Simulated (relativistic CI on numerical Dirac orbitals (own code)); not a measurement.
**Energy levels of Ti¹⁸⁺**

Calculated at this level of theory: Dirac-Coulomb-Breit CI, orbitals from a KLI potential per configuration, model QED (radiative potential, 1s self-energy scaled to tabulated hydrogen-like ionisation energies), unscaled Slater integrals (own radial code, finite nucleus).

Configurations in the expansion (outside the closed core 1s2): 2s², 2s2p, 2p², 2p3s, 2p3p, 2s3s, 2s3p, 2s3d, 2s4s, 2s4p, 2s4d, 2s4f, 3s², 3s3p, 3p². Levels of other configurations are missing.

```
No.  Configuration  Term  J   E (eV)    %  Next component (%)  Landé g
  1            2s²    ¹S  0     0.00   95            5 2p² ¹S         
  2           2s2p   ³P°  0    35.86  100                             
  3           2s2p   ³P°  1    37.90   99               1 ¹P°    1.493
  4           2s2p   ³P°  2    43.16  100                        1.498
  5           2s2p   ¹P°  1    74.78   99               1 ³P°    1.002
  6            2p²    ³P  0    96.58   97                2 ¹S         
  7            2p²    ³P  1   100.13  100                        1.498
  8            2p²    ³P  2   103.61   89               11 ¹D    1.441
  9            2p²    ¹D  2   114.60   89               11 ³P    1.055
 10            2p²    ¹S  0   138.54   93            5 2s² ¹S         
 11           2s3s    ³S  1   764.47   98           2 2p3p ³S    2.000
 12           2s3s    ¹S  0   771.42   97           3 2p3p ¹S         
 13           2s3p   ³P°  1   781.98   57              39 ¹P°    1.284
 14           2s3p   ³P°  0   782.05   99          1 2p3s ³P°         
 15           2s3p   ¹P°  1   783.74   52              42 ³P°    1.214
 16           2s3p   ³P°  2   784.16  100                        1.499
 17           2s3d    ³D  1   792.68   98           2 2p3p ³D    0.498
 18           2s3d    ³D  2   792.95   98           2 2p3p ³D    1.165
 19           2s3d    ³D  3   793.39   99           1 2p3p ³D    1.333
 20           2s3d    ¹D  2   800.22   98           2 2p3p ¹D    0.999
 21           2p3s   ³P°  0   809.80   99          1 2s3p ³P°         
 22           2p3s   ³P°  1   811.22   89               9 ¹P°    1.447
 23           2p3s   ³P°  2   817.40  100                        1.499
 24           2p3p    ³D  1   820.72   62               35 ¹P    0.705
 25           2p3s   ¹P°  1   822.54   82              10 ³P°    1.048
 26           2p3p    ³D  2   825.32   91                4 ³P    1.172
 27           2p3p    ¹P  1   825.47   39               30 ³D    1.091
 28           2p3p    ³P  0   829.23   94                5 ¹S         
 29           2p3p    ³D  3   830.90   99           1 2s3d ³D    1.332
 30           2p3p    ³S  1   831.41   35               32 ³P    1.483
 31           2p3p    ³P  1   833.81   55               44 ³S    1.714
 32           2p3p    ³P  2   834.66   81               12 ¹D    1.414
 33           2p3p    ¹D  2   840.01   82               15 ³P    1.076
 34           2p3p    ¹S  0   848.54   91                6 ³P         
 35           2s4s    ³S  1  1025.52  100                        2.000
 36           2s4s    ¹S  0  1028.32  100                             
 37           2s4p   ³P°  0  1032.00  100                             
 38           2s4p   ³P°  1  1032.17   93               7 ¹P°    1.463
 39           2s4p   ³P°  2  1032.87  100                        1.500
 40           2s4p   ¹P°  1  1033.77   93               7 ³P°    1.036
 41           2s4d    ³D  1  1036.54  100                        0.499
 42           2s4d    ³D  2  1036.63  100                        1.166
 43           2s4d    ³D  3  1036.79  100                        1.333
 44           2s4d    ¹D  2  1039.05  100                        1.000
 45           2s4f   ³F°  2  1039.07  100                        0.666
 46           2s4f   ³F°  3  1039.10   98               2 ¹F°    1.081
 47           2s4f   ³F°  4  1039.18  100                        1.250
 48           2s4f   ¹F°  3  1039.58   98               2 ³F°    1.001
```

Energies count from the lowest computed level; ° marks odd parity.

The mean weight of the leading LS term, summed over parents, in these 48 levels is 90 %, and that of the leading jj configuration (from the same eigenvectors) 86 %.

At this charge energies of transitions that change n are usually good to better than 1 %, and those within a shell (Δn = 0) to a few per cent.

LS names give the leading component of a level, which can be under half, so a name can repeat, a term be missing and a line seem to break the LS rules.
